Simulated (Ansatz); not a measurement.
Two structures of BH$_{2}$Cl$_{3}$O, closed shell, reached by relaxing down either side of one saddle point (PBE0-D4/def2-TZVP). Energies are electronic, without zero-point energy. Computed with Ansatz 0.2.0 (basis: def2-TZVPP and def2-QZVPP); correlated methods freeze the cores. Extrapolation: Hartree–Fock as exp(−7.88 √X), correlation as X^−2.97. First:

B1  (0.252, -0.499, 0.288)
Cl2  (1.950, 0.157, 0.309)
Cl3  (-0.093, -1.642, -1.087)
Cl4  (-0.375, -1.026, 1.878)
H5  (0.000, 1.550, -0.306)
O6  (-0.633, 0.837, -0.130)
H7  (-1.101, 0.623, -0.952)
(Å)

Second:

B1  (-0.656, -0.937, 0.101)
Cl2  (2.092, 2.291, 0.561)
Cl3  (-1.867, -1.935, -0.683)
Cl4  (-0.043, -1.349, 1.675)
H5  (1.210, 1.418, 0.217)
O6  (-0.177, 0.171, -0.502)
H7  (-0.558, 0.341, -1.369)
(Å)

**Question.** Which bonds change from the first to the second?

**Answer.** BCl₃ ([Cl][B]([Cl])[Cl]) + H₂O → BHCl₂O ([OH][B]([Cl])[Cl]) + HCl; bonds formed: Cl2–H5; dative contacts that become bonds: B1–O6; bonds broken: B1–Cl2, H5–O6.

**Question.** Give the saddle point's structure and its height above each. (An estimate is asked for; the value comes from the calculation.)

**Answer.** The calculation gives: 19.89 kcal/mol above the first and 28.35 kcal/mol above the second (CCSD(T) at an estimated basis limit (MP2 extrapolated from triple and quadruple zeta, plus CCSD(T) − MP2 in triple zeta)).
B1  (-0.098, -0.528, 0.236)
Cl2  (1.839, 0.591, 0.168)
Cl3  (-0.094, -1.731, -1.059)
Cl4  (-0.338, -1.034, 1.898)
H5  (0.459, 1.185, -0.095)
O6  (-0.714, 0.768, -0.121)
H7  (-1.055, 0.749, -1.025)
(Å)

The T1 diagnostic stays at or below 0.011.

The step is the kind of ligand exchange by which a precursor binds to a hydroxyl group, or is hydrolysed, in atomic layer deposition of oxides.

Labels in which every atom is bracketed show which atoms are joined, not bond orders.

For scale, one of the runs: CCSD(T)/def2-TZVPP, 216 basis functions, launched by `ansatz run in.yaml --threads 4 --pin off --events-out ev --progress --plain --max-ram 9574MiB`. The run took 32 s on 4 CPU threads of an AMD EPYC 9R45 (shared host), with 3 GiB of host memory at its peak.
